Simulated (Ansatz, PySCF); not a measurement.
Species: CsI, charge 0, multiplicity 1. SMILES: [I][Cs]
Geometry: optimised at B3LYP-D3(BJ)/def2-TZVP (Ansatz, a program for electronic structure).

Wanted: vertical ionisation energy (to the doublet state of charge +1; each state is the SCF solution reached for its spin), in eV. Cores are frozen in the correlated levels unless marked. UHF or UKS for open shells. No spin-orbit coupling. Frozen are the shells of the preceding noble gas and the d and f shells that filled before the atom's block. The outer core of K, Ca and their heavier congeners is not correlated, a term that matters for these elements. In def2 rows, elements after Kr have scalar-relativistic effective core potentials. Basis-set limits of correlation are two-point, X^-3; Hartree-Fock from the larger set.

| level | program | vertical ionisation energy (eV) |
|---|---|---|
| B3LYP/def2-TZVPD | Ansatz | 7.53 |
| BHLYP/def2-TZVPD | Ansatz | 7.35 |
| CAM-B3LYP/def2-TZVPD | Ansatz | 7.48 |
| wB97M-V/def2-TZVPD | Ansatz | 7.39 |
| wB97X-V/def2-TZVPD | Ansatz | 7.44 |
| CCSD/def2-SVPD | Ansatz | 7.14 |
| CCSD(T)/def2-SVPD | Ansatz | 7.17 |
| CCSD(T)/def2-QZVPPD | Ansatz | 7.40 |
| CCSD(T)/CBS(def2-TZVPPD,def2-QZVPPD) | Ansatz | 7.51 |

For comparison, minus the highest occupied orbital energy (PySCF): 5.84 eV at MN15/def2-TZVPD, 7.60 eV at HF/def2-TZVPD, 4.39 eV at TPSS/def2-TZVPD.
